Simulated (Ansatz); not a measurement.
Program: Ansatz. Geometries: PBE0-D4/def2-TZVP. ΔE: electronic, gas phase. CBS: MP2 limit from def2 TZ/QZ plus the TZ coupled-cluster correction, frozen cores. Elements past krypton have def2 core potentials. For Ge, Sn outer-core shells are correlated without core-valence functions, which leaves a few kJ/mol of doubt a bond. Scalar relativity is left out up to krypton. One conformer a species, not always the lowest.

Consider the redistribution: `C[SiH](O)[SnH3]` + `[Cl][GeH2][Cl]` → `C[SiH2][SnH3]` + `[OH][GeH]([Cl])[Cl]`.

```tsv
species	CCSD(T)/def2-TZVPP energy (Eh)
`C[SiH](O)[SnH3]`	-620.72731
`[Cl][GeH2][Cl]`	-2996.34056
`C[SiH2][SnH3]`	-545.53966
`[OH][GeH]([Cl])[Cl]`	-3071.51410
```

(1) Work out ΔE.

Largest T1 diagnostic among the species: 0.013.

Results:

(1) ΔE = (-545.53966) + (-3071.51410) − (-620.72731) − (-2996.34056) = 0.01411 Eh = +8.9 kcal/mol. CCSD(T)/CBS gives +10.0 kcal/mol.

In def2-TZVPP, CCSD(T) changes the Hartree–Fock value by −1.4 kcal/mol (the triples alone add −0.4 kcal/mol) and MP2 by −1.3 kcal/mol.
